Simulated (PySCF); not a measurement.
Isomers of CH9FSi3. Computed with PySCF, TDDFT CAM-B3LYP/def2-SVPD, vertical, gas phase, core orbitals frozen in the response. Geometries: GFN2-xTB; one conformer of each isolated species. Triplets are in the Tamm–Dancoff approximation.

A. `FC([SiH3])([SiH3])[SiH3]`
B. `[SiH3]C([SiH2]F)[SiH3]`
C. `C[Si@H]([SiH3])[SiH2]F`
D. `C[Si](F)([SiH3])[SiH3]`

Lowest singlet levels (six at most, fewer where fewer were computed) with oscillator strengths:

1. 6.11 eV (f 0.094); 6.63 eV (f 0.012); 6.64 eV (f 0.135); 7.40 eV (f 0.082); 7.61 eV (f 0.024); 7.91 eV (f 0.058); T1 5.27 eV
2. 6.92 eV (f 0.043 summed over 2 states); 7.53 eV (f 0.052 summed over 2 states); 7.85 eV (f 0.000); 7.99 eV (f 0.013); 8.05 eV (f 0.088 summed over 2 states); T1 6.36 eV
3. 7.55 eV (f 0.054); 7.60 eV (f 0.006); 8.00 eV (f 0.014); 8.03 eV (f 0.039); 8.38 eV (f 0.016); 8.62 eV (f 0.043); T1 7.17 eV
4. 6.11 eV (f 0.119); 6.76 eV (f 0.029); 6.96 eV (f 0.058); 7.27 eV (f 0.016); 7.46 eV (f 0.018); 7.59 eV (f 0.050); T1 5.30 eV

**Question.** Which spectrum belongs to which structure?

**Answer.** 1 = D, 2 = A, 3 = B, 4 = C.
- A: S1 at 6.92 eV, HOMO-1/HOMO→LUMO (≥44%), HOMO-1/HOMO→LUMO+1 (≥27%), HOMO-1/HOMO→LUMO+2 (≥20%); Löwdin shares by element: HOMO (one of a set within 0.03 eV) carbon 33%, silicon 25% or more, fluorine 20% (atoms not listed hold the other 22%); LUMO silicon 46%, carbon 10% (atoms not listed hold the other 44%); HOMO -9.68 and LUMO 0.81 eV; point group C3v, 1 of its 8 listed states under f = 0.0005.
- B: S1 at 7.55 eV, HOMO→LUMO (90%); Löwdin shares by element: HOMO silicon 36%, carbon 32% (atoms not listed hold the other 32%); LUMO silicon 47%, carbon 11% (atoms not listed hold the other 42%); HOMO -10.15 and LUMO 0.70 eV.
- C: S1 at 6.11 eV, HOMO→LUMO (87%); Löwdin shares by element: HOMO silicon 68%, fluorine 6% (atoms not listed hold the other 26%); LUMO silicon 62%, hydrogen 8% or more (atoms not listed hold the other 30%); HOMO -9.47 and LUMO -0.11 eV.
- D: S1 at 6.11 eV, HOMO→LUMO (82%), HOMO→LUMO+1 (13%); Löwdin shares by element: HOMO silicon 69%, fluorine 9% (atoms not listed hold the other 22%); LUMO silicon 70%, hydrogen 7% or more (atoms not listed hold the other 23%); HOMO -9.32 and LUMO 0.11 eV; point group Cs.
C and D have S1 within 0.01 eV of each other; their strongest listed levels stand at 6.11 eV (f 0.119) and 6.64 eV (f 0.135).

A slash joins orbitals within 0.01 eV of each other, whose weights are summed (≥ marks a lower bound).
